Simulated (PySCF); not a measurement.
B(H)(Br)(vinyl) (C2H4BBr), SMILES C(BBr)=C. The structure is a stationary point at PBE-D3(BJ)/def2-SVP. This is a generated structure with no PubChem entry under its InChIKey; it may be hypothetical. Other conformers were not sampled.

All values below come from PBE-D3(BJ)/def2-SVP run with PySCF 2.14.0.

Harmonic wavenumbers (cm⁻¹): 117, 179, 440, 455, 660, 804, 910, 968, 985, 1010, 1139, 1257, 1378, 1619, 2586, 3054, 3070, 3154. Rotational constants (GHz): 14.65, 2.368, 2.039; symmetry number 1.

Problem. Work out the zero-point energy and the ideal-gas rigid-rotor harmonic-oscillator thermochemistry at 298.15 K and 1 atm.

Solution. ZPE = ½ Σ hcν = ½ × 23787 cm⁻¹ = 34.01 kcal/mol. H − E(el) = 37.79 kcal/mol. Entropy in cal/(mol K): translation 40.23, rotation 25.92, vibration 8.19, total 74.34. G − E(el) = 15.62 kcal/mol. Cp = 18.28 cal/(mol K). Modes under 150 cm⁻¹ make the vibrational entropy uncertain.
